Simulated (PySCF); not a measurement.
B(H)(Br)(OH) (BBrH2O), SMILES OBBr.

Geometry: B3LYP-D3(BJ)/def2-TZVP. Other conformers were not sampled.

Method: TDDFT-B3LYP/def2-SVPD run with PySCF 2.14.0.

Vertical excitations. Gas-phase values at a fixed geometry. State labels are in the subgroup Cs.

```csv
state,symmetry,energy (eV),λ (nm),f,main pairs
S1,A",6.05,205,0.000,HOMO→LUMO 100 %
S2,A',6.80,182,0.065,HOMO−1→LUMO 86 %
S3,A",7.19,173,0.002,HOMO−2→LUMO 99 %
S4,A',7.30,170,0.111,HOMO→LUMO+1 87 %
S5,A",7.44,167,0.023,HOMO−1→LUMO+1 99 %
S6,A',7.74,160,0.020,HOMO→LUMO+2 95 %
S7,A",7.99,155,0.032,HOMO−1→LUMO+2 97 %
S8,A',8.35,148,0.010,"HOMO→LUMO+3 82 %, HOMO−2→LUMO+1 13 %"
S9,A',8.40,148,0.019,"HOMO−2→LUMO+1 85 %, HOMO→LUMO+3 13 %"
S10,A",8.66,143,0.018,HOMO−1→LUMO+3 95 %
T1,A",5.86,211,0,HOMO→LUMO 98 %
T2,A',5.99,207,0,HOMO−1→LUMO 99 %
T3,A",6.68,186,0,HOMO−2→LUMO 96 %
T4,A',7.01,177,0,HOMO→LUMO+1 97 %
```
Triplets are in the Tamm–Dancoff approximation, which puts them higher than full response would, so one can lie above its singlet here.
